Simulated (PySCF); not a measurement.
C3H11PSi2.
SMILES: `C[SiH2]/C=C\[SiH2]P`

Torsions of this conformer, `[CH3:1][SiH2:2]/[CH:3]=[CH:4]\[SiH2:5][PH2:6]`: C1–Si2–C3–C4 -106°, C3–C4–Si5–P6 61°, H–P6–Si5–C4 165°, H–P6–Si5–C4 71°.

The closed-shell ground state was solved at several levels (PySCF, density fitting, gas phase, non-relativistic). The structure is a single PBE0-D3(BJ)/def2-SVP conformer in the gas phase; no vibrational or solvent corrections.

```
              level  basis functions  HOMO (eV)  LUMO (eV)  gap (eV)  dipole (D)
CAM-B3LYP/def2-SVPD              220      -8.62      -0.06      8.56        0.89
     B3LYP/pcSseg-1              178      -7.19      -1.31      5.88        0.93
```

(1) What might PBE0/pcSseg-1 (178 basis functions) give for the same quantities?

(2) Over all these levels, which gives the widest orbital gap and which the narrowest?

(3) How far do the dipole and the HOMO energy spread over the levels?

Results:

(1) HOMO -7.42 eV, LUMO -1.16 eV, gap 6.26 eV, dipole 0.99 D.

(2) CAM-B3LYP/def2-SVPD (range-separated hybrid) has the widest, 8.56 eV, and B3LYP/pcSseg-1 (global hybrid, 20 % exact exchange) the narrowest, 5.88 eV. Functional and basis both differ between the two, so the spread mixes both effects.

(3) The dipole runs from 0.89 to 0.99 D (mean 0.93 D) and the HOMO from -8.62 to -7.19 eV.
